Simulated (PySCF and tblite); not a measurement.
Values are calculated unless marked as measured or tabulated.
4 E/Z isomers of C₅H₄F₄, numbered alike:

```tsv
isomer	SMILES	descriptors
A	[F:1]/[CH:2]=[CH:3]/[CH:4]=[CH:5]\[C:6]([F:7])([F:8])[F:9]	2=3 E, 4=5 Z
B	[F:1]/[CH:2]=[CH:3]\[CH:4]=[CH:5]/[C:6]([F:7])([F:8])[F:9]	2=3 Z, 4=5 Z
C	[F:1]/[CH:2]=[CH:3]\[CH:4]=[CH:5]\[C:6]([F:7])([F:8])[F:9]	2=3 Z, 4=5 E
D	[F:1]/[CH:2]=[CH:3]/[CH:4]=[CH:5]/[C:6]([F:7])([F:8])[F:9]	2=3 E, 4=5 E
```

Each isomer is a Boltzmann average at 298.15 K over at most 6 conformers: GFN2-xTB geometries, energies PBE0/pcSseg-1 (D3(BJ) added where defined), GFN2-xTB thermal terms. Programs: PySCF with density fitting and tblite.

Question: Rank the isomers by free energy at 298.15 K.

Answer: 
```tsv
isomer	ΔG (kcal/mol)	ΔE, lowest conformer	conformers	largest weight %	rms dipole (D)
C	0.0	0.0	2	98	3.65
D	0.4	0.5	2	99	2.01
B	2.2	1.7	1	100	1.83
A	2.8	2.5	2	100	3.21
```

Question: If they could interconvert freely, what would the mixture hold (chiral isomers as racemates)?

Answer: C 65 %, D 33 %, B 2 %, A 1 %. A racemate gains RT ln 2.

The search found a single conformer for at least one isomer; other rotamers may be missing.
